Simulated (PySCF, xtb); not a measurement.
AgH₆N₂, SMILES [NH3]->[Ag+]<-[NH3], charge +1, multiplicity 1.

GFN2-xTB (xtb) at its own geometry gives an orbital gap of 5.32 eV.

Coordinates come from a B3LYP-D3(BJ)/def2-SVP optimisation. The spin state was assumed, not searched. The isomer is the one that the SMILES or the coordinates give; other isomers of the formula were not compared. The def2 effective core potentials stand for the cores of Ag; spin–orbit coupling is left out.

**Question.** What does PBE/def2-TZVPD (PySCF) give? (Estimate from the structure and the level; the computed values follow.)

**Answer.** gap 4.92 eV (levels -11.02 and -6.10 eV).
